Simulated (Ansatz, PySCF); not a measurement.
System: difluorosilane, SiH2F2 (charge 0, singlet). SMILES: F[SiH2]F
Geometry from a B3LYP-D3(BJ)/def2-TZVP (Ansatz, a quantum-chemistry and plane-wave program) optimisation:
```xyz
5

Si     0.2322    -0.1423     0.3567
F     -0.9008    -0.9574    -0.4083
F      0.3968     1.2663    -0.3659
H      1.4982    -0.8787     0.2366
H     -0.2130     0.0912     1.7376
```
Charge 0, spin multiplicity 1.

Property: atomisation energy, in kcal/mol. Set-up: spin-orbit terms left out; frozen cores in correlated levels; dispersion terms only where a functional's name holds one; 6-31G* and kin with 6d, 5d where marked; non-relativistic; 6-311+G** with 5d, 6d on Na to Ar in Ansatz; open shells spin-unrestricted; LANL2DZ with its own core potentials from Na on; atomisation electronic, to ground-state atoms. Basis-set limits of correlation are two-point, X^-3; Hartree-Fock from the larger set. First-principles rows: single points at B3LYP-D3(BJ) geometries (Ansatz).

Coupled cluster (Ansatz) is a level with limits of its own, used here on species with T1 under 0.025 (0.045 for open shells) and stable references: CCSD(T)/CBS(cc-pV(T+d)Z,cc-pV(Q+d)Z).

Value to compare with, CCSD(T)/CBS(cc-pV(T+d)Z,cc-pV(Q+d)Z) (Ansatz): 447.9 kcal/mol.

```tsv
level	program	atomisation energy (kcal/mol)	difference
HF/STO-3G	Ansatz	311.7	-136.2
HF/3-21G	Ansatz	279.2	-168.7
HF/6-31G*	Ansatz	328.4	-119.5
SVWN5/6-31G*	Ansatz	491.4	43.5
PBE/3-21G	Ansatz	403.0	-44.9
BP86/6-31G* (5d)	PySCF	439.0	-8.9
B3LYP/STO-3G	Ansatz	444.7	-3.2
B3LYP/6-31G	Ansatz	362.9	-85.0
B3LYP/6-31G*	Ansatz	430.6	-17.3
M06-2X/6-311+G**	PySCF	425.1	-22.8
MP2/STO-3G	Ansatz	348.3	-99.6
MP2/LANL2DZ	Ansatz	340.6	-107.3
B3PW91/6-31G* (5d)	PySCF	425.8	-22.1
PBE/def2-TZVPD	Ansatz	438.7	-9.2
wB97M-V/def2-TZVPD	Ansatz	442.0	-5.9
wB97X-V/def2-TZVPD	Ansatz	443.3	-4.6
```

Among the 13 habitual levels, HF/3-21G lies farthest from CCSD(T)/CBS(cc-pV(T+d)Z,cc-pV(Q+d)Z) (Ansatz) (-168.7 kcal/mol) and B3LYP/STO-3G nearest (-3.2); 1 of 13 lie above it, and their mean absolute difference is 67.6 kcal/mol, the median 44.9. One case shows no general order.

The levels are drawn from those run, B3LYP/6-31G* more often than the rest, none by its result; runs whose electronic state is in doubt are left out.
